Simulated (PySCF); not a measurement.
Isomers of C5H10O2Si, from PBE0-D3(BJ)/def2-SVP geometry optimisation, gas phase (PySCF 2.14.0). One conformer each, no zero-point energy, no frequencies.

Task: Which isomer lies lowest at this level?
A. `[CH2:1]=[CH:2][CH2:3][Si:4]([OH:5])([OH:6])[CH:7]=[CH2:8]` with C1–C2–C3–Si4 -106°, C2–C3–Si4–O5 -60°, C3–Si4–O5–H 178°, C3–Si4–O6–H -68°, C3–Si4–C7–C8 137°: A = 2217, B = 1202, C = 986.1 MHz, dipole 1.97 D
B. `[O:1]=[C:2]([OH:3])[SiH:4]1[CH2:5][CH2:6][CH2:7][CH2:8]1` with O1–C2–O3–H 0°, O1–C2–Si4–C5 -138°, C2–Si4–C5–C6 -124°, Si4–C5–C6–C7 34°, C5–C6–C7–C8 -51°, C6–C7–C8–Si4 40°: A = 3147, B = 1091, C = 1090 MHz, dipole 2.18 D
C. `[CH2:1]=[CH:2][CH2:3][CH2:4][C:5](=[O:6])[O:7][SiH3:8]` with C1–C2–C3–C4 103°, C2–C3–C4–C5 -73°, C3–C4–C5–O6 -23°, C4–C5–O7–Si8 179°: A = 3577, B = 865.0, C = 783.3 MHz, dipole 1.47 D

Result: A. That is `C=CC[Si](O)(O)C=C`, 11.3 kcal/mol below the next.

```json
{"SMILES": "C=CC[Si](O)(O)C=C", "mapped SMILES": "[CH2:1]=[CH:2][CH2:3][Si:4]([OH:5])([OH:6])[CH:7]=[CH2:8]", "E (Eh)": "-635.69333", "relative (kcal/mol)": "0.0", "relative (kJ/mol)": "0.0", "dipole (D)": "1.97"}
{"SMILES": "O=C(O)[SiH]1CCCC1", "mapped SMILES": "[O:1]=[C:2]([OH:3])[SiH:4]1[CH2:5][CH2:6][CH2:7][CH2:8]1", "E (Eh)": "-635.67531", "relative (kcal/mol)": "11.3", "relative (kJ/mol)": "47.3", "dipole (D)": "2.18"}
{"SMILES": "C=CCCC(=O)O[SiH3]", "mapped SMILES": "[CH2:1]=[CH:2][CH2:3][CH2:4][C:5](=[O:6])[O:7][SiH3:8]", "E (Eh)": "-635.66132", "relative (kcal/mol)": "20.1", "relative (kJ/mol)": "84.0", "dipole (D)": "1.47"}
```

As drawn, the lowest has an O–H bond and an Si–C bond, which the highest lacks; the highest has a C=O bond and a C(=O)–O unit, which the lowest lacks.
